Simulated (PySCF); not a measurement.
## Correlation energy of Pd (palladium, neutral)

[Kr] 4d9 5p1, one real determinant (an excited configuration). Computed with PySCF 2.14 in aug-cc-pVTZ-PP with ECP28MDF (6s6p5d3f2g, 88 functions), with a scalar-relativistic core potential. Frozen: 4s2 4p6; 10 electrons correlated.

```csv
level,correlation energy (mhartree)
CCSD,-296.38
(T),-12.89
CCSD(T),-309.27
```

Diagnostics: T1 = 0.026, D1 = 0.1128, largest double amplitude 0.025.

The real determinant used has ⟨L²⟩ near 8 against 12 for a pure F term, so it mixes terms.

Cost of the coupled-cluster step: roughly 70 core-seconds, for 10 correlated electrons.

The reference is one real determinant that mixes LS terms of this configuration.
